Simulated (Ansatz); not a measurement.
```yaml
atoms:
  - { symbol: H, position_ang: [2.2500, 0.0000, 0.0000] }
  - { symbol: H, position_ang: [2.0272, 0.9762, 0.0000] }
  - { symbol: H, position_ang: [1.4028, 1.7591, 0.0000] }
  - { symbol: H, position_ang: [0.5007, 2.1936, 0.0000] }
  - { symbol: H, position_ang: [-0.5007, 2.1936, 0.0000] }
  - { symbol: H, position_ang: [-1.4028, 1.7591, 0.0000] }
  - { symbol: H, position_ang: [-2.0272, 0.9762, 0.0000] }
  - { symbol: H, position_ang: [-2.2500, 0.0000, 0.0000] }
  - { symbol: H, position_ang: [-2.0272, -0.9762, 0.0000] }
  - { symbol: H, position_ang: [-1.4028, -1.7591, 0.0000] }
  - { symbol: H, position_ang: [-0.5007, -2.1936, 0.0000] }
  - { symbol: H, position_ang: [0.5007, -2.1936, 0.0000] }
  - { symbol: H, position_ang: [1.4028, -1.7591, 0.0000] }
  - { symbol: H, position_ang: [2.0272, -0.9762, 0.0000] }
```

Basis set: cc-pVDZ (spherical functions). All electrons are correlated. Charge 0, multiplicity 1.

Computed with Ansatz (development build ahead of 0.2.0); each method stands on the lowest determinant of its kind that the runs found. Restricted open shells among the atoms or ions are ROHF, correlated in semicanonical orbitals with singles.

(1) Give the atomization energy at this shape (free ground-state atoms in the same class of orbitals less the molecule, no zero-point energy) of singlet H₁₄ by RHF-MP2, RHF.

Results:

(1)

```json
{"method": "RHF-MP2", "atomization energy": "22.45 eV"}
{"method": "RHF", "atomization energy": "14.63 eV"}
```

Caution: stretched shape with no unrestricted run beside it, a lower state can exist. Caution for RHF-MP2: bonds are stretched, where a single reference can fail.
